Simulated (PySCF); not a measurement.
# Cl (chlorine, neutral) across methods

[Ne] 3s2 3p5, 2P determinant. Computed with PySCF 2.14 in aug-cc-pwCVQZ, with the non-relativistic Hamiltonian (point nucleus).

```json
{"method": "PBE", "E (hartree)": "-459.9738", "mean ε 3s β (eV)": "-19.857", "mean ε 3p α (eV)": "-9.027", "mean ε 3p β (eV)": "-8.135", "Σ⟨r²⟩ (bohr²)": "27.78", "⟨S²⟩": "0.753"}
{"method": "r2SCAN", "E (hartree)": "-460.1306", "mean ε 3s β (eV)": "-20.368", "mean ε 3p α (eV)": "-9.474", "mean ε 3p β (eV)": "-8.456", "Σ⟨r²⟩ (bohr²)": "27.55", "⟨S²⟩": "0.757"}
{"method": "BHandHLYP", "E (hartree)": "-460.1696", "mean ε 3s β (eV)": "-24.186", "mean ε 3p α (eV)": "-11.956", "mean ε 3p β (eV)": "-10.960", "Σ⟨r²⟩ (bohr²)": "27.64", "⟨S²⟩": "0.755"}
{"method": "TPSS", "E (hartree)": "-460.1826", "mean ε 3s β (eV)": "-20.161", "mean ε 3p α (eV)": "-9.160", "mean ε 3p β (eV)": "-8.267", "Σ⟨r²⟩ (bohr²)": "27.61", "⟨S²⟩": "0.754"}
{"method": "PBE0", "E (hartree)": "-460.0113", "mean ε 3s β (eV)": "-22.066", "mean ε 3p α (eV)": "-10.579", "mean ε 3p β (eV)": "-9.604", "Σ⟨r²⟩ (bohr²)": "27.58", "⟨S²⟩": "0.754"}
{"method": "M06-2X", "E (hartree)": "-460.1477", "mean ε 3s β (eV)": "-23.870", "mean ε 3p α (eV)": "-11.922", "mean ε 3p β (eV)": "-10.935", "Σ⟨r²⟩ (bohr²)": "27.66", "⟨S²⟩": "0.753"}
{"method": "LDA", "E (hartree)": "-458.6697", "mean ε 3s β (eV)": "-19.983", "mean ε 3p α (eV)": "-9.103", "mean ε 3p β (eV)": "-8.209", "Σ⟨r²⟩ (bohr²)": "27.86", "⟨S²⟩": "0.752"}
```

Task: Estimate the same row for UHF.

Result: E (hartree) = -459.48933; mean ε 3s β (eV) = -27.605; mean ε 3p α (eV) = -14.394; mean ε 3p β (eV) = -13.088; Σ⟨r²⟩ (bohr²) = 27.63; ⟨S²⟩ = 0.761.
